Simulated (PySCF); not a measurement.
This script is equivalent to a calculation on Dy⁵⁵⁺ (dysprosium, charge +55).

```python
from pyscf import gto, scf, dft, mp, cc
mol = gto.M(atom="Dy 0 0 0", charge=55, spin=1, symmetry="D2h",
            basis=gto.etbs([(0, 16, 14, 2.5), (1, 10, 18, 2.5), (2, 4, 65, 2.7), (3, 4, 97, 2.7)]))
mf = scf.UHF(mol)
mf.irrep_nelec = {'Ag': (3, 2), 'B1u': (1, 1), 'B2u': (1, 1), 'B3u': (1, 1)}
mf.kernel()
```

(1) What total energy does it give?

(2) Which occupied shell lies highest, and where?

(3) What is ⟨S²⟩, and what would a pure spin state give?

A non-relativistic calculation at this Z misses sizeable relativistic shifts. Spin-orbit coupling, which splits the p, d and f shells strongly at this Z, is absent.

## Answers

(1) -8336.06630 hartree (calculated).

(2) 3s α, at -5100.5 eV.

(3) 0.750, against 0.75.
